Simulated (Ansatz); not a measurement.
Ideal-gas functions of CH$_{4}$AlClOSi (`[AlH2][C@@H]1O[Si@H]1Cl`) at 400 K and 1 bar, from an Ansatz frequency run at PBE0-D4/def2-TZVP.

Molar mass 122.56 g/mol, point group C1 (symmetry number 1), electronic degeneracy 1, moments of inertia 60.592, 465.264, 483.066 u Å². Harmonic wavenumbers (cm⁻¹, unscaled): 87, 106, 155, 204, 265, 471, 514, 597, 602, 653, 712, 766, 818, 827, 917, 1051, 1208, 1925, 1941, 2296, 3090.

Use S(trans) = R[1.5 ln M + 2.5 ln T − 1.1517]; rotational temperatures θ = 24.2544 K / I; S(rot) = R[ln(√π/σ · √(T³/θAθBθC)) + 1.5]; for each mode x = 1.438777 ν̃/T, S = R[x/(eˣ − 1) − ln(1 − e⁻ˣ)] and H = RT x/(eˣ − 1); 1 cm⁻¹ = 0.0119627 kJ/mol; R = 8.31446 J/(mol·K).

Task: By hand: the entropy, in J/(mol·K).

Result: Translation 174.9. Rotation: θ = 0.4003, 0.0521, 0.0502 K, giving 120.5. Vibration, mode by mode: 18.01, 16.38, 13.28, 11.07, 9.02, 4.86, 4.30, 3.39, 3.35, 2.90, 2.45, 2.10, 1.81, 1.77, 1.36, 0.93, 0.58, 0.06, 0.06, 0.02, 0.00, in all 97.7. Electronic 0.0. Sum 393.1 J/(mol·K).

Task: By hand: H − E and G − E in kJ/mol, counted from the electronic energy.

Result: Zero-point energy ½ × 19205 × 0.0119627 = 114.9; thermal vibration 20.8; translation, rotation and pV give 4 RT = 13.3. H − E = 149.0 kJ/mol, and G − E = 149.0 − 400 × 393.1/1000 = -8.2 kJ/mol.

Vibration gives 25 % of the entropy, 34.4 J/(mol·K) of it from the modes under 150 cm⁻¹: soft modes count most, and the harmonic formula is weakest for them. The sum counts one conformer and one mirror image; others add a mixing term.
